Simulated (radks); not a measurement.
Q: Radial electron density D(r) = 4 pi r^2 rho(r) of an atom or ion with 23 electrons. Calculated with a radial shooting solver on a logarithmic mesh with Libxc functionals: scalar-relativistic Kohn-Sham, LDA (Slater exchange, VWN5 correlation), spin-polarised, spherical densities, point nucleus.

```
   r/bohr * D(r) (the largest magnitude, 31.1, reaches the edge; | marks zero)
 0.009433 |           *
  0.01238 |                 *
  0.01625 |                         *
  0.02133 |                                  *
    0.028 |                                          *
  0.03675 |                                                *
  0.04824 |                                                 *
  0.06383 |                                             *
  0.08378 |                                       *
     0.11 |                                       *
   0.1444 |                                              *
   0.1895 |                                                      *
   0.2487 |                                                  *
   0.3264 |                                  *
   0.4285 |                    *
   0.5669 |                  *
   0.7442 |                      *
   0.9768 |                   *
    1.282 |          *
    1.683 |    *
    2.209 | *
    2.899 |*
    3.806 |*
    5.035 *
    6.609 *
    8.675 *
```

What is the nuclear charge?

A: Z = 24. The innermost maximum, from 1s, lies near gamma/Z bohr with gamma = sqrt(1 - (Z/c)^2) = 0.985, here 0.041 bohr (found: 0.0442), and its height grows with Z. The density is that of the chromium ion Cr+ in [Ar] 3d4 4p1; the configuration itself is not fixed sharply by these data, and Z only to about a unit. D(r) has 3 maxima, at r = 0.0442, 0.204, 0.775 bohr, and minima at 0.0983, 0.499 bohr, inside which lie 2.13, 10.56 electrons.
